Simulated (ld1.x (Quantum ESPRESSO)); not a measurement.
**Sc: variants of one TM potential**

Base potential:

```json
{
 "Element": "Sc",
 "Generator": "ld1.x (Quantum ESPRESSO) 7.5",
 "Type": "norm-conserving Troullier–Martins (Kleinman–Bylander form)",
 "Functional": "PBEsol",
 "Relativity": "scalar-relativistic",
 "Frozen core": "[Ne]",
 "Valence charge": "11",
 "Reference configuration": "3s2 3p6 3d2 4s1 4p0",
 "Partial waves": "3s (bound): rc 1.70 bohr; 3p (bound): rc 1.85 bohr; 3d (bound): rc 2.35 bohr; 4f channel at 0.5 Ry: rc 2.40 bohr",
 "Local potential": "all-electron potential smoothed inside 2.00 bohr (lloc = -1)",
 "Core correction": "Bessel-smoothed model core, default radius (core density twice the valence density)"
}
```

Occupied shells without a wave of their own: 4s. They enter only through the test configuration that unscreens the potential, and ld1.x also counts them in the model core charge.

Cutoffs, loose and tight: the cutoffs (Ry, on a coarse ladder) from which the occupation-weighted sum of valence levels, in a spherical-Bessel basis at the reference potential, stays within 10 and 1 mRy of its value at 400 Ry. They do not see the model core or the augmentation charge, which bear on the density cutoff. Test errors are all-electron minus pseudo excitation energies from the reference, over the configurations 3s2 3p6 3d1 4s2 4p0; 3s2 3p6 3d1 4s1 4p0; 3s2 3p6 3d1 4s0 4p0; 3s2 3p6 3d2 4s0 4p0; 3s2 3p6 3d1 4s0 4p1; 3s2 3p6 3d1 4s1 4p1; 3s2 3p6 3d1 4s0 4p2. A dash means not determined; rows that change the core or the reference have their own tests.

With those shells counted twice in exchange and correlation these files are broken, and their errors move erratically; no question is asked of them.

| change | outcome | cutoff, loose | cutoff, tight | bound ghosts | largest test error (meV) |
| --- | --- | --- | --- | --- | --- |
| base | generated, misses its reference levels by 0.92 eV | 40 Ry | 70 Ry | none | -2521 |
| wave 3d (bound): rc 2.35 bohr becomes 3d (bound): rc 1.56 bohr | generated, misses its reference levels by 0.92 eV | 70 Ry | 80 Ry | none | -2538 |
| wave 3d (bound): rc 2.35 bohr becomes 3d (bound): rc 1.74 bohr | generated, misses its reference levels by 0.92 eV | 55 Ry | 70 Ry | none | -2536 |
| wave 3d (bound): rc 2.35 bohr becomes 3d (bound): rc 1.98 bohr | generated, misses its reference levels by 0.92 eV | 50 Ry | 70 Ry | none | -2532 |
| wave 3d (bound): rc 2.35 bohr becomes 3d (bound): rc 2.26 bohr | generated, misses its reference levels by 0.92 eV | 40 Ry | 70 Ry | none | -2525 |
| wave 3d (bound): rc 2.35 bohr becomes 3d (bound): rc 2.46 bohr | generated, misses its reference levels by 0.92 eV | 40 Ry | 70 Ry | none | -2515 |
| wave 3d (bound): rc 2.35 bohr becomes 3d (bound): rc 2.72 bohr | generated, misses its reference levels by 0.92 eV | 35 Ry | 70 Ry | none | -2500 |
| wave 3d (bound): rc 2.35 bohr becomes 3d (bound): rc 3.06 bohr | generated, misses its reference levels by 0.92 eV | 35 Ry | 70 Ry | none | -2464 |
| wave 3d (bound): rc 2.35 bohr becomes 3d (bound): rc 3.34 bohr | generated, misses its reference levels by 0.92 eV | 35 Ry | 70 Ry | none | -2431 |
| wave 3d (bound): rc 2.35 bohr becomes 3d (bound): rc 3.52 bohr | generated, misses its reference levels by 0.92 eV | 35 Ry | 70 Ry | none | -2403 |

Reading the sweep of the d radius (base included, trends over the rows without a ghost): The loose cutoff falls from 70 Ry at 1.56 to 35 Ry at 3.52 bohr. A larger radius leaves more room for a smooth pseudo-wave, so fewer plane waves are needed; a smaller one forces it to follow the all-electron wave where it bends sharply. The median size of the test errors (rows with all tests solved) stays near 1428.7 meV.
